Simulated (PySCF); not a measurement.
AlH₂O₂, charge +1. Atoms are numbered in the order given.

```xyz
5

Al     0.0000     0.0000     0.0485
O     -0.0679    -1.6237    -0.0755
H      0.3657    -2.4102     0.2885
O      0.0679     1.6237    -0.0755
H     -0.3657     2.4102     0.2885
```
Charge +1, spin multiplicity 1.

Coordinates come from a PBE-D3(BJ)/def2-TZVP optimisation. The multiplicity is an assumed one; other spin states were not compared. The isomer is the one that the SMILES or the coordinates give; other isomers of the formula were not compared. Other conformers were not sampled.

Method: PBE-D3(BJ)/def2-TZVP in PySCF.

Frequencies are harmonic and unscaled.

| mode | ν (cm⁻¹) | IR (km/mol) | moving atoms (share of kinetic energy) |
|---|---|---|---|
| 1 | 92 | 185.8 | H 46 %, O 32 %, Al 21 % |
| 2 | 200 | 9.7 | Al 43 %, H 34 %, O 23 % |
| 3 | 211 | 1.5 | H 52 %, Al 33 %, O 15 % |
| 4 | 385 | 228.2 | H 81 %, O 16 % |
| 5 | 397 | 77.1 | H 74 %, O 25 % |
| 6 | 801 | 6.8 | O 81 %, H 19 % |
| 7 | 1167 | 111.3 | Al 55 %, O 38 % |
| 8 | 3782 | 697.5 | H 94 % |
| 9 | 3789 | 38.8 | H 94 % |
